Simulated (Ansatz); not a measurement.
H$_{6}$Si$_{2}$, charge +1, doublet, geometry from GFN2-xTB (a state made from the parent by changing its charge; the spin is typed, not shown lowest); B3LYP/cc-pVDZ run with Ansatz (a quantum-chemistry and plane-wave program).

The Ansatz input:
Ansatz 0.2 input:
```yaml
crystal:
  periodic: [false, false, false]
  atoms:
    - {symbol: Si, position_ang: [-1.33666426, 0.12731246, -0.01906279]}
    - {symbol: Si, position_ang: [1.33666426, -0.12731246, 0.01906279]}
    - {symbol: H, position_ang: [-1.68020055, -0.85431230, -1.03882243]}
    - {symbol: H, position_ang: [-1.46232753, 1.53042532, -0.38919402]}
    - {symbol: H, position_ang: [-1.65392012, -0.21926859, 1.35961207]}
    - {symbol: H, position_ang: [1.46232753, -1.53042532, 0.38919402]}
    - {symbol: H, position_ang: [1.68020055, 0.85431230, 1.03882243]}
    - {symbol: H, position_ang: [1.65392012, 0.21926859, -1.35961207]}
basis:
  gaussian:
    orbitals: cc-pVDZ
hamiltonian:
  xc: b3lyp
total_charge: 1
magnetization: {spin_polarized: true, initial_magnetization: 1}
scf: {lower_state_search: full}
```

It wrote (shortened):

```
Functional definition: B3LYP
622 factors; integrals over basis functions are off by at most 1.1e-3 eV
mean field evaluation 1: about -15843.3768 eV, gradient 8.2e0 eV
mean field evaluation 2: about -15843.4830 eV, gradient 8.0e0 eV
mean field evaluation 4: about -15844.0373 eV, gradient 6.2e-1 eV
mean field evaluation 8: about -15844.0409 eV, gradient 5.9e-3 eV
mean field evaluation 16: about -15779.2562 eV, gradient 8.0e1 eV
mean field evaluation 32: about -15844.0409 eV, gradient 4.3e-4 eV
mean field evaluation 64: about -15844.0409 eV, gradient 2.1e-3 eV
mean field evaluation 96: about -15844.0409 eV, gradient 1.1e-4 eV
mean field -15844.04087393 eV, -582.2577626401 hartree, gradient 1.8e-5 eV, S^2 0.751640; 5 other end points of the search recorded, 0 dependent functions left out
reference -15844.04111942 eV, -582.2577716620 hartree; 17, 16 occupied and 49, 50 virtual orbitals, 622 factors
Total energy: -15844.04111942 eV, -582.2577716620 hartree
```
